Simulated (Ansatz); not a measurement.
A search over several starts for the lowest SCF solution of HfSe2⁺ at the given spin, in a small basis.

```yaml
crystal:
  periodic: [false, false, false]
  atoms:
    - {symbol: Hf, position_ang: [-0.240741, 0.759961, 0.765622]}
    - {symbol: Se, position_ang: [1.289497, -1.010104, 0.610327]}
    - {symbol: Se, position_ang: [-1.048757, 0.250143, -1.375950]}
basis:
  gaussian: {orbitals: def2-SVP, initial_orbitals: start.molden}
total_charge: 1
magnetization: {spin_polarized: true, initial_magnetization: 1}
hamiltonian: {xc: pbe0, dispersion: d4}
output: {orbitals: {seedname: orbitals}}
```

The file start.molden holds the orbitals of an earlier run on this structure, at another level or in another basis.

```sh
$ ansatz run in.yaml --threads 4 --pin off --events-out ev --progress --plain --max-ram 3916MiB
```

Shortened log:

```
Functional definition: PBE0
938 factors; integrals over basis functions are off by at most 6.4e-4 eV
mean field evaluation 1: about -131962.6606 eV, gradient 1.7e2 eV
mean field evaluation 2: about -131964.3861 eV, gradient 6.8e0 eV
mean field evaluation 4: about -131965.8129 eV, gradient 2.0e-1 eV
mean field evaluation 8: about -131966.2417 eV, gradient 1.3e1 eV
mean field evaluation 16: about -131967.4845 eV, gradient 1.9e-5 eV
mean field evaluation 32: about -131967.4845 eV, gradient 5.4e-3 eV
mean field -131967.48452457 eV, -4849.7156055040 hartree, gradient 1.9e-5 eV, S^2 0.781707; 3 other end points of the search recorded, 0 dependent functions left out
reference -131967.48455848 eV, -4849.7156067503 hartree; 40, 39 occupied and 56, 57 virtual orbitals, 938 factors
Total energy: -131967.58316553 eV, -4849.7192304925 hartree
```

It took 6 s on 4 threads of Arm Neoverse V2 on a shared host.

In the def2 sets Hf takes a core potential; there is no spin–orbit coupling. The structure comes from a short search, and lower isomers may exist.
